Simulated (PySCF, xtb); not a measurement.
C3H7BFN, SMILES FB1CCCN1. The values are those of a single conformer.

Harmonic wavenumbers (cm⁻¹) from xtb 6.7.1 with GFN2-xTB at its own minimum, in rising order: 134, 200, 325, 388, 513, 605, 623, 762, 833, 873, 955, 994, 1034, 1110, 1140, 1155, 1204, 1214, 1233, 1271, 1311, 1318, 1465, 1478, 1489, 1502, 2885, 2943, 2975, 2992, 3008, 3024, 3488.

Task: What does PBE0-D3(BJ)/def2-SVP (PySCF) give at its own minimum? (An estimate is asked for; the answer gives what the named calculation found.)

Result: 165, 219, 364, 438, 533, 612, 636, 782, 844, 884, 919, 987, 1018, 1097, 1149, 1171, 1221, 1244, 1288, 1321, 1350, 1383, 1426, 1466, 1502, 1561, 3013, 3054, 3070, 3087, 3130, 3140, 3681. Paired by order, the mean absolute difference is 47 cm⁻¹ and the zero-point energies are 66.4 and 68.3 kcal/mol.
